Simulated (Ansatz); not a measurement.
Calculated with Ansatz (gas phase, PBE0-D4/def2-TZVP geometries, no zero-point term in ΔE). CCSD(T)/CBS is the MP2 limit (def2-TZVPP, def2-QZVPP) plus CCSD(T) − MP2 in def2-TZVPP, frozen cores. DFT in def2-TZVPP. Open shells (•) are unrestricted, without spin–orbit coupling. def2 core potentials past Kr. For In, Se outer-core shells are correlated without core-valence functions, which leaves a few kJ/mol of doubt a bond. Scalar relativity is left out up to krypton. One conformer a species, not always the lowest.

Consider the homolysis of the In–Se bond: `[OH][In]([SH])[SeH]` → `[OH][In][SH]`• + `[SeH]`•.

`[OH][In]([SH])[SeH]`:

Cartesian coordinates in Å:
```
O -1.343 0.406 1.434
In -0.004 0.069 0.015
S 0.223 -2.214 -0.567
Se 1.272 1.956 -0.999
H -1.433 1.332 1.668
H -0.711 -2.577 0.330
H 1.995 1.029 -1.881
```

`[OH][In][SH]`•:

Cartesian coordinates in Å:
```
O 0.039 -1.369 -0.570
In -0.991 0.346 -0.424
S 0.167 1.977 0.953
H -0.380 -2.047 -1.106
H 1.165 1.093 1.147
```

`[SeH]`•:

Cartesian coordinates in Å:
```
Se -0.679 -0.235 -0.158
H 0.679 0.235 0.158
```

| species | LC-ωPBE energy (Eh) |
| --- | --- |
| `[OH][In]([SH])[SeH]` | -3066.59396 |
| `[OH][In][SH]`• | -664.69935 |
| `[SeH]`• | -2401.78845 |

Q: Work out ΔE.

A: ΔE = (-664.69935) + (-2401.78845) − (-3066.59396) = 0.10616 Eh = +278.7 kJ/mol. CCSD(T)/CBS gives +302.8 kJ/mol.

Largest T1 diagnostic among the species: 0.020.

Leaving LDA and LC-ωPBE aside and taking each functional with its dispersion term where it has one, the values, not all of them listed here, spread over 40.0 kJ/mol, from BLYP-D4 to PBE-QIDH. LDA lies +54.8 kJ/mol from PBE without D4, its usual overbinding. From BLYP to BHLYP (50 % exact exchange), in def2-TZVPP and without D4, ΔE moves by +17.5 kJ/mol.
